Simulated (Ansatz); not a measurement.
Hf₃N₃ (the lowest doublet isomer of a short search) was relaxed with PBE0-D4 (def2-SVP) in Ansatz in these states: neutral doublet, neutral quartet. The geometries follow in no particular order.

In the def2 sets Hf takes a core potential; there is no spin–orbit coupling.

A:

```xyz
6

Hf    0.1984    0.5141   -1.3264
Hf    0.6537    0.6556    1.4801
Hf   -1.7421   -0.5654    0.3413
N    -0.3389   -1.5216   -0.7418
N     0.8111    1.8305   -0.0114
N     0.4177   -0.9131    0.2583
```

B:

```tsv
atom	x (Å)	y (Å)	z (Å)
Hf1	-0.9968	0.4911	0.9939
Hf2	-0.1669	0.2179	-1.7215
Hf3	1.9492	0.0385	0.4456
N4	0.4734	-1.0776	1.1972
N5	-1.3868	1.2938	-0.7547
N6	0.1279	-0.9637	-0.1605
```

Q: Judge from the bond lengths which geometry belongs to which state (an estimate).

A: A is the neutral doublet (Hf1–Hf3 2.777 Å, Hf2–Hf3 2.920 Å, Hf1–N6 2.144 Å); B is the neutral quartet (Hf1–Hf3 3.031 Å, Hf2–Hf3 3.034 Å, Hf1–N6 2.171 Å).
